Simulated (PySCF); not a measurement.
PySCF input file for Bi(Cl)2(Me) (CH₃BiCl₂), SMILES [Cl][Bi]([CH3])[Cl], B3LYP-D3(BJ)/def2-SVP. The structure is a stationary point at B3LYP-D3(BJ)/def2-SVP. The structure was generated by enumeration; whether it is a known compound was not checked. The def2 effective core potentials stand for the cores of Bi; spin–orbit coupling is left out.

```python
import numpy as np
from pyscf import gto, scf, dft, df
from pyscf.hessian import thermo

mol = gto.M(
    atom='''
    Bi   -0.34224808    0.29177212    0.00000000
    Cl    0.38594464   -1.12095880    1.92310912
    Cl    0.38594464   -1.12095880   -1.92310912
    C     1.59852373    1.48690681   -0.00000001
    H     1.63779159    2.10882549   -0.90574866
    H     1.63779160    2.10882549    0.90574863
    H     2.41774725    0.75642155   -0.00000001
    ''',
    basis='def2-SVP',
    ecp={'Bi': 'def2-svp'},
    charge=0,
    spin=0,
    max_memory=1600,
    verbose=3,
)
mf = dft.RKS(mol, xc='b3lyp').density_fit(auxbasis='def2-universal-jkfit')
mf.disp = 'd3bj'
mf.grids.level = 3
mf.conv_tol = 1e-11
mf.max_cycle = 100
mf.kernel()

# [left out here: the lines that compute and print the analytic Hessian (its translational invariance restored by hand, since the grid's response is missing), thermochemistry and intensities]
```

It prints:

```
converged SCF energy = -1174.81678697139

WARN: DFTD3 does not support analytical Hessian, using finite difference


WARN: Mole.unit (angstrom) is changed to Bohr

Mode                                 0                   1                   2
Irrep
Freq [cm^-1]                       52.8426             97.5429            125.8589
Reduced mass [au]                   1.0289             27.2632              3.3701
Force const [Dyne/A]                0.0017              0.1528              0.0315
Char temp [K]                      76.0288            140.3424            181.0830
Normal mode                   x     y     z       x     y     z       x     y     z
       0  Bi                -0.00 -0.00  0.00   -0.01  0.02 -0.00    0.00 -0.00 -0.01
       1  Cl                -0.00 -0.01 -0.00    0.02 -0.07 -0.08    0.05  0.03 -0.01
       2  Cl                 0.00  0.01 -0.00    0.02 -0.07  0.08   -0.05 -0.03 -0.01
       3   C                 0.00 -0.00 -0.03   -0.02  0.04  0.00   -0.00  0.00  0.20
       4   H                 0.23 -0.44 -0.31   -0.03  0.05  0.00    0.15  0.02  0.22
       5   H                -0.23  0.44 -0.31   -0.03  0.05 -0.00   -0.15 -0.02  0.22
       6   H                -0.00 -0.00  0.54   -0.01  0.06  0.00    0.00  0.00  0.33
Mode                                 3                   4                   5
Irrep
Freq [cm^-1]                      134.5160            319.5668            328.6339
Reduced mass [au]                   4.4133             40.6964             38.9696
Force const [Dyne/A]                0.0471              2.4487              2.4797
Char temp [K]                     193.5386            459.7854            472.8310
Normal mode                   x     y     z       x     y     z       x     y     z
       0  Bi                 0.03 -0.01  0.00    0.00 -0.00  0.03    0.01 -0.02 -0.00
       1  Cl                -0.06 -0.02  0.02   -0.03  0.06 -0.08   -0.03  0.07 -0.08
       2  Cl                -0.06 -0.02 -0.02    0.03 -0.06 -0.08   -0.03  0.07  0.08
       3   C                -0.07  0.16 -0.00    0.00 -0.00  0.00    0.01  0.00 -0.00
       4   H                -0.16  0.17  0.00   -0.01 -0.01 -0.00    0.00  0.00  0.00
       5   H                -0.16  0.17 -0.00    0.01  0.01 -0.00    0.00  0.00 -0.00
       6   H                 0.03  0.28 -0.00    0.00 -0.00  0.01    0.02  0.01 -0.00
Mode                                 6                   7                   8
Irrep
Freq [cm^-1]                      463.7956            738.2537            739.9287
Reduced mass [au]                   4.1648              1.1723              1.1796
Force const [Dyne/A]                0.5278              0.3764              0.3805
Char temp [K]                     667.2985           1062.1826           1064.5926
Normal mode                   x     y     z       x     y     z       x     y     z
       0  Bi                -0.02 -0.01 -0.00    0.00 -0.00 -0.00    0.00 -0.00  0.00
       1  Cl                 0.00 -0.00  0.00   -0.00 -0.00  0.00   -0.00 -0.00  0.00
       2  Cl                 0.00 -0.00 -0.00   -0.00 -0.00 -0.00    0.00  0.00  0.00
       3   C                 0.21  0.13 -0.00   -0.07  0.09  0.00   -0.00  0.00 -0.11
       4   H                 0.23  0.13 -0.00    0.39 -0.00 -0.04    0.51  0.34  0.15
       5   H                 0.23  0.13  0.00    0.39 -0.00  0.04   -0.51 -0.34  0.15
       6   H                 0.17  0.09 -0.00   -0.56 -0.47 -0.00   -0.00 -0.00  0.22
Mode                                 9                  10                  11
Irrep
Freq [cm^-1]                     1183.3473           1415.8139           1421.7420
Reduced mass [au]                   1.1938              1.0601              1.0608
Force const [Dyne/A]                0.9849              1.2520              1.2634
Char temp [K]                    1702.5733           2037.0410           2045.5703
Normal mode                   x     y     z       x     y     z       x     y     z
       0  Bi                 0.00  0.00 -0.00    0.00 -0.00 -0.00   -0.00  0.00 -0.00
       1  Cl                -0.00  0.00 -0.00   -0.00 -0.00  0.00   -0.00  0.00 -0.00
       2  Cl                -0.00  0.00  0.00   -0.00 -0.00 -0.00    0.00 -0.00 -0.00
       3   C                 0.10  0.06  0.00    0.03 -0.06 -0.00   -0.00  0.00 -0.07
       4   H                -0.47 -0.16 -0.15   -0.13  0.51  0.38   -0.40  0.20  0.07
       5   H                -0.47 -0.16  0.15   -0.13  0.51 -0.38    0.40 -0.20  0.07
       6   H                -0.33 -0.40 -0.00   -0.17 -0.27  0.00    0.00  0.00  0.72
Mode                                12                  13                  14
Irrep
Freq [cm^-1]                     3045.0726           3163.7758           3181.2580
Reduced mass [au]                   1.0278              1.1075              1.1071
Force const [Dyne/A]                5.6148              6.5316              6.6012
Char temp [K]                    4381.1816           4551.9690           4577.1220
Normal mode                   x     y     z       x     y     z       x     y     z
       0  Bi                -0.00 -0.00  0.00   -0.00 -0.00  0.00    0.00  0.00  0.00
       1  Cl                -0.00 -0.00 -0.00    0.00  0.00 -0.00    0.00 -0.00  0.00
       2  Cl                -0.00 -0.00  0.00   -0.00 -0.00 -0.00    0.00 -0.00 -0.00
       3   C                 0.03  0.03 -0.00    0.00 -0.00  0.09   -0.05  0.08  0.00
       4   H                -0.01 -0.33  0.50    0.02  0.38 -0.55   -0.02 -0.18  0.28
       5   H                -0.01 -0.33 -0.50   -0.02 -0.38 -0.55   -0.02 -0.18 -0.28
       6   H                -0.36  0.35 -0.00   -0.00  0.00  0.02    0.61 -0.55  0.00
temperature 298.1500 [K]
pressure 101325.00 [Pa]
Rotational constants [GHz] 2.31093 1.50018 1.23400
Symmetry number 1
Zero-point energy (ZPE) 0.03739 [Eh]   98165.253 [J/mol]
                           tot       elec      trans        rot        vib
Entropy [J/mol/K]       375.257      0.000    179.668    120.120     75.469
Cv [J/mol/K]             84.715      0.000     12.472     12.472     59.771
Cp [J/mol/K]             93.029      0.000     20.786     12.472     59.771
Internal energy [J/mol]                      3718.434   3718.434 109157.740
Internal energy [Eh]   -1174.77238  -1174.81679
Enthalpy [J/mol]                             6197.391   3718.434 109157.740
Enthalpy [Eh]          -1174.77143
Gibbs free energy [J/mol]                  -47370.754 -32095.242  86656.734
Gibbs free energy [Eh] -1174.81405
static polarisability / bohr^3: [[61.779  4.664 -0.   ]
 [ 4.664 68.987 -0.   ]
 [ 0.     0.    80.364]]
largest difference of analytic and finite-field dipole derivatives / e: 0.0011263596247230723
mode   freq/cm-1   IR/(km/mol)   Raman/(A^4/amu)   depolarisation
   1       52.84         0.066             0.175            0.750
   2       97.54         2.330             4.792            0.732
   3      125.86         0.075             5.385            0.750
   4      134.52         2.833             4.847            0.727
   5      319.57        51.505             9.121            0.750
   6      328.63        22.812            16.314            0.145
   7      463.80        16.591            38.283            0.253
   8      738.25         6.813             1.242            0.729
   9      739.93         8.183             2.245            0.750
  10     1183.35         2.688            19.607            0.345
  11     1415.81         5.887            13.544            0.706
  12     1421.74         6.166             9.670            0.750
  13     3045.07         3.985           137.914            0.019
  14     3163.78         2.367            96.056            0.750
  15     3181.26         1.075            61.141            0.748
max |gradient| / (hartree/bohr): 0.00012250953363432632
APT charges: [ 1.2414 -0.5249 -0.5249 -0.1837 -0.0078 -0.0078  0.0077]
```

The calculation finished and met its thresholds.
